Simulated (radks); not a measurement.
Co2+, configuration [Ar] 3d7. Calculated with a radial shooting solver on a logarithmic mesh with Libxc functionals: Dirac Kohn-Sham, PBE, spin-unpolarised, spherical densities, point nucleus; open shells are shared between the two j in proportion to 2j + 1; speed of light set to 274.072 atomic units (2 times the physical value, a model run).

Normalised radial functions P(r) = r R(r) (large component), r in bohr:

r	3p1/2	3p3/2
0.003852	0.0033	0.0031
0.004343	0.0042	0.0039
0.004897	0.0052	0.0049
0.005566	0.0067	0.0063
0.006275	0.0083	0.0079
0.007075	0.0104	0.0100
0.007978	0.0131	0.0125
0.008995	0.0163	0.0157
0.01014	0.0203	0.0196
0.01153	0.0257	0.0249
0.013	0.0319	0.0310
0.01465	0.0395	0.0385
0.01652	0.0489	0.0477
0.01863	0.0603	0.0590
0.021	0.0740	0.0726
0.02387	0.0918	0.0902
0.02691	0.1118	0.1100
0.03035	0.1356	0.1336
0.03421	0.1634	0.1612
0.03858	0.1956	0.1932
0.04384	0.2351	0.2325
0.04943	0.2769	0.2742
0.05574	0.3230	0.3202
0.06284	0.3728	0.3699
0.07085	0.4248	0.4219
0.07989	0.4772	0.4744
0.0908	0.5304	0.5278
0.1024	0.5739	0.5716
0.1154	0.6066	0.6048
0.1301	0.6232	0.6220
0.1467	0.6179	0.6175
0.1654	0.5850	0.5855
0.188	0.5137	0.5154
0.212	0.4093	0.4120
0.239	0.2674	0.2712
0.2695	0.0905	0.0953
0.3039	-0.1149	-0.1094
0.3454	-0.3535	-0.3475
0.3894	-0.5801	-0.5740
0.4391	-0.7924	-0.7866
0.495	-0.9729	-0.9679
0.5582	-1.1056	-1.1017
0.6293	-1.1791	-1.1764
0.7153	-1.1870	-1.1859
0.8064	-1.1319	-1.1322
0.9093	-1.0269	-1.0283
1.025	-0.8868	-0.8891
1.156	-0.7288	-0.7315
1.303	-0.5689	-0.5719
1.481	-0.4116	-0.4144
1.67	-0.2861	-0.2885
1.883	-0.1867	-0.1886
2.123	-0.1136	-0.1150
2.394	-0.0640	-0.0649
2.699	-0.0330	-0.0336
3.068	-0.0147	-0.0149
3.459	-0.0061	-0.0062
3.9	-0.0022	-0.0023

3p1/2: eigenvalue -84.529 eV, 1 radial node at r = 0.285 bohr, <r> = 0.818 bohr, 90 % of the charge inside 1.26 bohr. 3p3/2: eigenvalue -84.077 eV, 1 radial node at r = 0.286 bohr, <r> = 0.820 bohr, 90 % of the charge inside 1.27 bohr.
